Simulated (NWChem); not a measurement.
System: silene (CH4Si); SMILES C=[SiH2]

NWChem input:

```
start job
memory heap 200 mb stack 900 mb global 1100 mb
geometry units angstroms
  C      0.000000     0.000000     1.152025
  Si     0.000000     0.000000    -0.546635
  H      0.000000     0.917629     1.728730
  H      0.000000    -0.917629     1.728730
  H      0.000000    -1.244778    -1.344625
  H      0.000000     1.244778    -1.344625
end
basis spherical
  * library def2-svp
end
dft
  xc becke88 lyp
  iterations 150
end
driver
  maxiter 120
end
task dft optimize
task dft freq
```

The level has its own optimisation; frequencies are unscaled.

Task: Give the results of this calculation. (BLYP/def2-SVP.) Quantities: r C–Si (Å); r C–H (Å); r H–Si (Å); highest harmonic frequency (cm⁻¹); lowest (cm⁻¹); zero-point energy (kcal/mol); dipole (D).

Result: 
```yaml
r C–Si (Å): 1.724
r C–H (Å): 1.101
r H–Si (Å): 1.491
highest harmonic frequency (cm⁻¹): 3162
lowest (cm⁻¹): 404
zero-point energy (kcal/mol): 24.3
dipole (D): 0.47
```
